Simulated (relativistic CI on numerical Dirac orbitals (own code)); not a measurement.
# Electric-dipole transitions in Cs²⁺

Method of calculation: Dirac-Coulomb-Breit CI, separate exchange-only KLI orbitals for each configuration, QED by a radiative potential, valence Slater integrals scaled by 0.85, configuration energies shifted to the measured levels that pair with them (semi-empirical) (own radial code, finite nucleus).

Configuration list (outside the closed core [Kr] 4d10): 5s2 5p5, 5s 5p6, 5s2 5p4 5d, 5s2 5p4 6s, 5s2 5p3 5d2, 5s2 5p4 5f, 5s 5p5 5d, 5s2 5p3 4f2, 5s2 5p4 6p, 5s2 5p4 4f, 5s2 5p4 7s, 5s2 5p4 6d, 5s2 5p4 7p, 5s2 5p3 5f2, 5s 5p5 5f, 5s2 5p4 7d, 5s2 5p4 5g, 5s2 5p4 6f, 5s2 5p4 7f, 5s2 5p3 4f 5d, 5p5 5d2, 5s2 5p3 5d 5f, 5s 5p5 6s, 5s 5p4 5d 6s, 5s 5p4 6s2, 5p6 6p, 5s2 5p3 4f 5f, 5p5 5f2, 5p5 4f2, 5p6 4f. Levels of other configurations are missing.

| λ vac (Å) | Lower | Upper | A (s⁻¹) | gf | Branching (%) |
| --- | --- | --- | --- | --- | --- |
| 543.67 | 5s2 5p5 2P°_3/2 [1] | 5s2 5p4 6s 2S_1/2 [61] | 5.03e+09 | 4.46e-01 | 65.8 |
| 560.12 | 5s2 5p5 2P°_3/2 [1] | 5s2 5p4 6s 2S_1/2 [52] | 1.14e+10 | 1.08e+00 | 38.7 |
| 578.94 | 5s2 5p5 2P°_3/2 [1] | 5s2 5p4 5d 2D_5/2 [43] | 1.86e+09 | 5.61e-01 | 100.0 |
| 587.29 | 5s2 5p5 2P°_1/2 [2] | 5s2 5p4 6s 2S_1/2 [61] | 2.61e+09 | 2.70e-01 | 34.1 |
| 591.90 | 5s2 5p5 2P°_3/2 [1] | 5s2 5p4 5d 2P_1/2 [40] | 1.68e+10 | 1.77e+00 | 67.1 |
| 594.22 | 5s2 5p5 2P°_1/2 [2] | 5s2 5p4 5d 2D_3/2 [57] | 2.11e+10 | 4.46e+00 | 99.6 |
| 601.72 | 5s2 5p5 2P°_3/2 [1] | 5s2 5p4 5d 2D_3/2 [39] | 1.28e+10 | 2.78e+00 | 86.8 |
| 602.67 | 5s2 5p5 2P°_3/2 [1] | 5s2 5p4 5d 2D_5/2 [38] | 2.33e+10 | 7.61e+00 | 100.0 |
| 606.54 | 5s2 5p5 2P°_1/2 [2] | 5s2 5p4 6s 2S_1/2 [52] | 1.81e+10 | 2.00e+00 | 61.3 |
| 616.08 | 5s2 5p5 2P°_3/2 [1] | 5s2 5p4 5d 2P_3/2 [34] | 1.09e+10 | 2.47e+00 | 73.6 |
| 636.09 | 5s2 5p5 2P°_3/2 [1] | 5s2 5p4 6s 2D_3/2 [31] | 1.53e+08 | 3.70e-02 | 9.7 |
| 637.41 | 5s2 5p5 2P°_3/2 [1] | 5s2 5p4 6s 2D_5/2 [30] | 2.39e+09 | 8.73e-01 | 100.0 |
| 643.97 | 5s2 5p5 2P°_1/2 [2] | 5s2 5p4 5d 2P_1/2 [40] | 8.24e+09 | 1.02e+00 | 32.9 |
| 655.61 | 5s2 5p5 2P°_1/2 [2] | 5s2 5p4 5d 2D_3/2 [39] | 1.95e+09 | 5.03e-01 | 13.2 |
| 665.71 | 5s2 5p5 2P°_3/2 [1] | 5s2 5p4 5d 2F_5/2 [28] | 6.95e+08 | 2.77e-01 | 100.0 |
| 665.85 | 5s2 5p5 2P°_3/2 [1] | 5s2 5p4 6s 2P_1/2 [27] | 2.08e+09 | 2.77e-01 | 54.9 |
| 672.70 | 5s2 5p5 2P°_1/2 [2] | 5s2 5p4 5d 2P_3/2 [34] | 3.90e+09 | 1.06e+00 | 26.4 |
| 676.26 | 5s2 5p5 2P°_3/2 [1] | 5s2 5p4 6s 4P_3/2 [26] | 7.31e+08 | 2.00e-01 | 93.7 |
| 687.55 | 5s2 5p5 2P°_3/2 [1] | 5s2 5p4 6s 4P_1/2 [25] | 3.73e+08 | 5.28e-02 | 97.3 |
| 690.58 | 5s2 5p5 2P°_3/2 [1] | 5s2 5p4 5d 2F_5/2 [22] | 1.74e+08 | 7.48e-02 | 100.0 |
| 696.63 | 5s2 5p5 2P°_1/2 [2] | 5s2 5p4 6s 2D_3/2 [31] | 1.42e+09 | 4.12e-01 | 90.3 |
| 711.26 | 5s2 5p5 2P°_3/2 [1] | 5s2 5p4 5d 2P_3/2 [20] | 1.97e+08 | 5.98e-02 | 92.0 |
| 724.60 | 5s2 5p5 2P°_3/2 [1] | 5s2 5p4 5d 4P_5/2 [19] | 4.39e+08 | 2.07e-01 | 100.0 |
| 725.09 | 5s2 5p5 2P°_3/2 [1] | 5s2 5p4 6s 2P_3/2 [18] | 3.19e+09 | 1.00e+00 | 98.0 |
| 732.18 | 5s2 5p5 2P°_3/2 [1] | 5s2 5p4 5d 2D_3/2 [16] | 6.64e+08 | 2.13e-01 | 95.9 |
| 732.47 | 5s2 5p5 2P°_1/2 [2] | 5s2 5p4 6s 2P_1/2 [27] | 1.71e+09 | 2.75e-01 | 45.1 |
| 739.39 | 5s2 5p5 2P°_3/2 [1] | 5s2 5p4 5d 4F_5/2 [14] | 4.27e+08 | 2.10e-01 | 100.0 |
| 752.68 | 5s2 5p5 2P°_3/2 [1] | 5s2 5p4 5d 4P_1/2 [13] | 1.54e+08 | 2.62e-02 | 95.0 |
| 754.74 | 5s2 5p5 2P°_3/2 [1] | 5s2 5p4 5d 2P_1/2 [11] | 4.06e+08 | 6.93e-02 | 99.7 |

Terms are leading LS components. Brackets give the number of a level in order of energy, since labels repeat. The list gives strong lines, with weight on those to low levels, without configurations that were not tied to measured data, without lines whose two gauges differ by over a factor of 2.5, among the lowest 327 of 2422 levels, so that lines to higher ones, which can be the strongest, are missing, and without lines across small gaps between configurations. Levels whose partners in the same complex of configurations lie outside the list can be far off, and so can their lines. Rates are taken at the computed energies, electric ones in the length gauge.

Configurations whose levels could be paired with our table of measured levels were shifted onto them, all but the ground configuration, by the median error of their levels; single terms can still be off by 1,000 to 2,000 cm⁻¹ or more, and rates follow the energies as ν³ (E1, M1) or ν⁵ (E2). The others borrow a shift and can be off by several thousand cm⁻¹ or more. The fine structure of a lone outer electron comes out too small, for d and f at times inverted, and misplaced configurations move strength between like terms. 13 of the 37 excited levels that our extract of the measured tables holds in this range could be paired (the sources list more); they are missed by 269 cm⁻¹ on average and 842 at most, after the shifts were fitted to these levels, and levels without a partner can miss by more.

LS names give the leading component of a level, which can be under half, so a name can repeat, a term be missing and a line seem to break the LS rules.
